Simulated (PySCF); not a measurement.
**Relaxation of quintet BrOsN**

Level of theory: UPBE0 in PySCF with Os def2-TZVP with ECP60, N def2-TZVP, Br def2-TZVP; scalar-relativistic core potentials, no spin–orbit coupling; density-fitted integrals. A (50,194) grid was used.

A hand-made bent start, of Cs symmetry, held to at least that symmetry:

```xyz
3
charge 0 multiplicity 5, angstrom
Os   -0.4805    0.0000   -0.4357
N    -1.9222    0.0000    0.5738
Br    1.5100    0.0000    0.9581
```

**Question.** What does it relax to?

**Answer.** It ends at Cs with Os–Br 2.394 Å, Os–N 1.687 Å; Br–Os–N 119.7° (after a last refinement on a finer grid). A frequency run shows a minimum.

**Question.** How much energy is released, and in how many steps?

**Answer.** 18.3 kJ/mol in 5 steps.

With open d or f shells other occupations or spin states may lie lower. With an element this heavy the missing spin–orbit coupling can shift these numbers.
